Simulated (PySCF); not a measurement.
Molecule: SMILES [SiH2](S[SiH3])C. Atoms near the plane z = 0.0 Å, at the PBE0/def2-SVP optimised geometry (x, y, z in Å): Si3 (-0.9, -0.2, 0.0), C4 (1.0, -0.2, 0.0), H8 (-1.4, 1.2, 0.0), H10 (1.4, 0.3, 0.9), H11 (1.4, -1.2, 0.0), H12 (1.4, 0.3, -0.9).

Calculation: PBE0/def2-TZVP (PySCF). Cells within 0.4 Å of a nucleus heavier than hydrogen are left out (blank, or x). The values are rescaled to run from 0 to 1.

```
|11111111111111111111111111111|
|11111111111111111111111111111|
|11111111111111111111111111111|
|11111111111111111111111111111|
|11111111111111111111111111111|
|11111111111111111111111111111|
|11111111111111111111111111111|
|11111111111111111111111111111|
|11111111222111111111111111111|
|11111112564211111111111111111|
|11111113685311111001111111111|
|11111113565311111001111111111|
|11111112343211121011111111111|
|11111111121112333123211111111|
|1111100001xx13565xxx110111111|
|111110000xxxx3566xxx100111111|
|1111100000xx124544xx311111111|
|11111100000001232368621111111|
|11111111110000112369731111111|
|11111111110000011237611111111|
|11111111110000011111100111111|
|11111111111101111100000111111|
|11111111111111111100001111111|
|11111111111111111111111111111|
|11111111111111111111111111111|
|11111111111111111111111111111|
|11111111111111111111111111111|
|11111111111111111111111111111|
|11111111111111111111111111111|
```
Scale: ten equal steps from 0.000 (start of '0') to 1.00 (end of '9'), in the order '0123456789'; x runs from -3.50 to 3.50, y from -3.50 (bottom) to 3.50 (top).

**Question.** Which quantity is mapped?
(A) electrostatic potential
(B) electron localisation function
(C) an orbital amplitude
(D) deformation density (molecule minus spherical neutral atoms)

**Answer.** D, deformation density (molecule minus spherical neutral atoms). In full: deformation density (molecule minus spherical neutral atoms) (e/bohr³).
